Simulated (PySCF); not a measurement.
Te(Cl)(OSiH3) (ClH₃OSiTe), SMILES [SiH3]O[Te]Cl.

Geometry: PBE-D3(BJ)/def2-SVP. This is a generated structure with no PubChem entry under its InChIKey; it may be hypothetical. The def2 effective core potentials stand for the cores of Te; spin–orbit coupling is left out. The values are those of a single conformer.

Method: PBE-D3(BJ)/def2-SVP in PySCF.

Frequencies are harmonic and unscaled.

### Question
Give all harmonic wavenumbers and intensities. (The exact figures need the calculation; the answer reports its results.)

### Answer

| mode | ν (cm⁻¹) | IR (km/mol) | moving atoms (share of kinetic energy) |
|---|---|---|---|
| 1 | 49 | 0.7 | H 43 %, Cl 22 %, Si 18 %, O 9 % |
| 2 | 72 | 1.0 | H 52 %, Cl 27 %, Si 17 % |
| 3 | 138 | 1.0 | Si 38 %, O 28 %, H 21 %, Te 12 % |
| 4 | 175 | 4.0 | O 62 %, Cl 14 %, Te 11 %, H 10 % |
| 5 | 350 | 30.2 | Cl 77 %, Te 23 % |
| 6 | 487 | 16.3 | O 59 %, Si 14 %, H 13 %, Te 13 % |
| 7 | 677 | 35.8 | H 84 %, Si 9 % |
| 8 | 690 | 41.4 | H 77 %, O 13 %, Si 10 % |
| 9 | 833 | 323.4 | O 72 %, Si 27 % |
| 10 | 897 | 59.9 | H 96 % |
| 11 | 910 | 99.6 | H 96 % |
| 12 | 940 | 180.9 | H 93 % |
| 13 | 2159 | 89.7 | H 98 % |
| 14 | 2175 | 82.9 | H 96 % |
| 15 | 2192 | 110.4 | H 96 % |
